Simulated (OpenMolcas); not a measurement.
## Cr3+: ligand-field states by method

Cr3+ with its 6 nearest oxide ions at 2.106 Å, on the Mg site of MgO (a = 4.2112 Å, distance in the model lattice 2.106 Å). The rest of the host is ab initio model potentials to 7.6 Å, with orthogonalisation functions on the cations behind the ligands, and point charges beyond; the distance is set by hand and nothing relaxes, and no local charge compensation is placed. Ligand basis ANO-RCC-VDZP.
```
Cr    0.0000    0.0000    0.0000
O     2.1060    0.0000    0.0000
O     0.0000    2.1060    0.0000
O    -2.1060    0.0000    0.0000
O     0.0000   -2.1060    0.0000
O     0.0000    0.0000    2.1060
O     0.0000    0.0000   -2.1060
```

| Quantity | Value |
| --- | --- |
| Program | OpenMolcas |
| Basis | ANO-RCC-VTZP [6s5p3d2f1g] |
| Scalar Hamiltonian | DKH2, point nucleus |
| Active space | 3 electrons in 5 orbitals (3d) |
| State averaging | 2S+1 = 4 even, 10 roots; 2S+1 = 2 even, 40 roots |
| Spin-orbit coupling | state interaction with AMFI integrals over the reference wave functions |

I. CASSCF
II. SS-CASPT2, IPEA 0.25 Eh, imaginary shift 0.1 Eh (closed shells correlated: 3s 3p and the ligand valence shells)

Spin-free states (labels of O, the rotations of Oh) in cm-1, each column counted from its own energy of the first state listed:

| State | Degeneracy | I | II |
| --- | --- | --- | --- |
| 4A2 | 1 | 0 | 0 |
| 4T2 | 3 | 14002 | 16410 |
| 2E | 2 | 18572 | 12380 |
| 2T1 | 3 | 19543 | 13160 |
| 4T1 | 3 | 22086 | 22900 |
| 2T2 | 3 | 26358 | 19110 |
| 2A1 | 1 | 29510 | 25100 |
| 2T2 | 3 | 32190 | 28640 |
| 2T1 | 3 | 33213 | 29490 |
| 4T1 | 3 | 35171 | 35100 |
| 2E | 2 | 35327 | 30090 |
| 2T1 | 3 | 38862 | 34080 |
| 2T2 | 3 | 45557 | 41970 |
| 2T1 | 3 | 46496 | 46360 |
| 2A2 | 1 | 49238 | 40780 |
| 2T2 | 3 | 50906 | 44660 |
| 2E | 2 | 54731 | 52080 |
| 2T1 | 3 | 57317 | 52940 |
| 2E | 2 | 74593 | 66720 |
| 2T2 | 3 | 76982 | 69720 |

From I to II, I's first state of the same spin (4T2) moves from 14002 to 16410 cm-1, by about +2400 cm-1.

From I to II, I's first state of another spin (2E) moves from 18572 to 12380 cm-1, by about -6200 cm-1.

I: A least-squares ligand-field fit to the states below 45000 cm-1, each weighted by its degeneracy and with a free common offset, gives 10Dq = 13747 cm-1, B = 1019 cm-1 and C = 3742 cm-1 (C/B = 3.67), with an rms deviation of 110 cm-1. The same method and metal basis give the free ion B = 1155 cm-1 (fit to its terms below 60000 cm-1, rms deviation 48 cm-1), so the nephelauxetic ratio is β = 1019 / 1155 = 0.88; it hangs on how both fits weigh the states, and computed free-ion B values tend to be too large, so β mixes covalency with correlation.

χT at 300 K: I 1.83, II 1.84 cm3 K/mol.

Roots that are degenerate in the reference are averaged as groups; the widest CASPT2 spread within a group is 130 cm-1 (the 2-fold group of multiplicity 2 near 30100 cm-1 above the lowest state of its run, II). Shifts and gaps below about the spread of the groups concerned are not significant. Over all roots computed the reference weight is 0.69 to 0.70 in II; a low but even weight reflects the number of correlated electrons. Ligand-to-metal charge-transfer states are missing. With no ligand orbital active B as a rule stays too high, so bands that hang on it stand too high and its fall with covalency is understated. Without dynamic correlation the repulsion within the d shell is too large (B by tens of per cent), so at a given field states of lower spin stand too high (holds for I). With metal d orbitals alone and no dynamic correlation 10Dq can be off by a tenth to a fifth, either way, in oxide and fluoride hosts (holds for I). With one d shell and no ligand orbital active, 10Dq can be off by a tenth or more (holds for II). The distance lies 4 % over the 2.034 Å that this model takes as the normal distance (a Shannon-type radius plus a fixed donor radius, weighted with the host); by an R⁻⁵ law this alone changes a d-shell field by about -16 %. No measured value stands beside these numbers; the geometry was set by hand and not optimised.
